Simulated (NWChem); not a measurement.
System: CHS$_{2}$ cation; SMILES C(=[SH+])=S

The following NWChem deck was run.

```
start job
memory heap 200 mb stack 900 mb global 1100 mb
charge 1
geometry units angstroms noautosym nocenter noautoz
  S      0.015602    -1.602622     0.000000
  C     -0.024575    -0.095613     0.000000
  S      0.075010     1.541466     0.000000
  H     -1.278950     1.723203     0.000000
end
basis spherical
  * library def2-svp
end
dft
  xc b3lyp
  iterations 150
  mulliken
end
task dft energy
esp
  recalculate
  probe 0.07
  range 0.3
  factor 1.0
  spacing 0.02
end
task esp
```

All runs use the structure optimised with PBE0/def2-SVP. B3LYP is NWChem's, with the RPA form of VWN correlation.

Atomic charges in e: unrestrained fits to the electrostatic potential beside Mulliken populations; the two definitions need not agree.

Atoms are numbered as in the input.

Task: Give the results of this calculation. (B3LYP/def2-SVP.) Quantities: ESP S1; Mulliken S1; ESP C2; Mulliken C2; ESP S3; Mulliken S3; relative RMS misfit of the potential (%).

Result: 
```json
{
 "ESP S1": "0.49",
 "Mulliken S1": "0.41",
 "ESP C2": "-0.04",
 "Mulliken C2": "0.05",
 "ESP S3": "0.31",
 "Mulliken S3": "0.35",
 "relative RMS misfit of the potential (%)": "3"
}
```
